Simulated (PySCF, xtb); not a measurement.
C3H9NSi2, SMILES CC1=C[SiH2]N[SiH2]1.

Harmonic wavenumbers (cm⁻¹) from GFN2-xTB (xtb) at its own minimum, in rising order: 100, 123, 177, 276, 321, 355, 374, 423, 485, 512, 532, 537, 606, 629, 660, 785, 796, 816, 821, 841, 918, 1015, 1019, 1132, 1143, 1267, 1396, 1482, 1487, 1630, 2180, 2189, 2209, 2216, 2991, 3003, 3009, 3011, 3514.

**Question.** What does PySCF 2.14.0 with B3LYP-D3(BJ)/def2-SVP give at its own minimum? (An estimate is asked for; the answer gives what the named calculation found.)

**Answer.** 132, 145, 188, 274, 304, 338, 405, 440, 587, 600, 653, 687, 690, 704, 739, 813, 858, 878, 946, 996, 1000, 1024, 1044, 1108, 1124, 1263, 1387, 1450, 1453, 1624, 2177, 2179, 2191, 2201, 3011, 3076, 3106, 3110, 3630. Paired by order, the mean absolute difference is 51 cm⁻¹ and the zero-point energies are 67.2 and 69.4 kcal/mol.
